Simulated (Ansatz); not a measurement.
Which isomer of C3H8BBr gives these data?

These gas-phase data were calculated for one isomer of C3H8BBr at B3LYP/6-31G* (harmonic, unscaled wavenumbers; equilibrium rotational constants with average atomic masses):

| Quantity | Value |
| --- | --- |
| rotational constants | 9.101, 1.138, 1.031 GHz |
| all wavenumbers above 1500 cm⁻¹ | 3112, 3106, 3077, 3049, 3040, 2992, 2974, 2691, 1536, 1530, 1518 |

Candidates:

(1) `CCCBBr`, a singlet
(2) `CCB(C)Br`, a singlet

Task: Which structure fits?

Result: Candidate (1). The band at 2691 cm⁻¹ lies where the B–H stretch is expected; (2) has no mode between 2350 and 2900 cm⁻¹.

The same quantities for all candidates:

```
     rotational constants (GHz)                                       wavenumbers above 1500 cm⁻¹  E above the lowest, B3LYP/6-31G* (kcal/mol)
(1)         9.101, 1.138, 1.031  3112, 3106, 3077, 3049, 3040, 2992, 2974, 2691, 1536, 1530, 1518                                         11.0
(2)         3.541, 2.211, 1.396        3126, 3116, 3112, 3092, 3054, 3035, 3005, 2984, 1533, 1530                                          0.0
```

Harmonic stretches to hydrogen usually lie a few per cent above observed fundamentals. Each candidate is one conformer. Programs: Ansatz 0.2.0.
